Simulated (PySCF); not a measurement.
F₄Te, charge +1, multiplicity 2. Atoms are numbered in the order given.

```xyz
5

Te     0.0000     0.0000    -0.1871
F      0.0000    -1.9016    -0.4828
F      0.0000     1.9016    -0.4828
F      1.4063     0.0000     1.0233
F     -1.4063     0.0000     1.0233
```
Charge +1, spin multiplicity 2.

The structure is a stationary point at PBE0-D3(BJ)/def2-SVP. The def2 effective core potentials stand for the cores of Te; spin–orbit coupling is left out.

The numbers are results of PBE/def2-TZVP in PySCF, not measurements.

Gas-phase values at a fixed geometry.

The total energy is -666.82758 hartree, the point group is C2v and the α spin, highest occupied and lowest empty level is -15.88 and -10.63 eV. The β spin, highest occupied and lowest empty level is -17.02 and -14.88 eV, the dipole moment about the centre of nuclear charge is 1.94 D and the mean static polarisability is 37.3 bohr³ (5.53 Å³). The polarisability, principal values is 30.1, 33.1, 48.7 bohr³. The ⟨S²⟩ comes out as 0.753 (pure state 0.75).
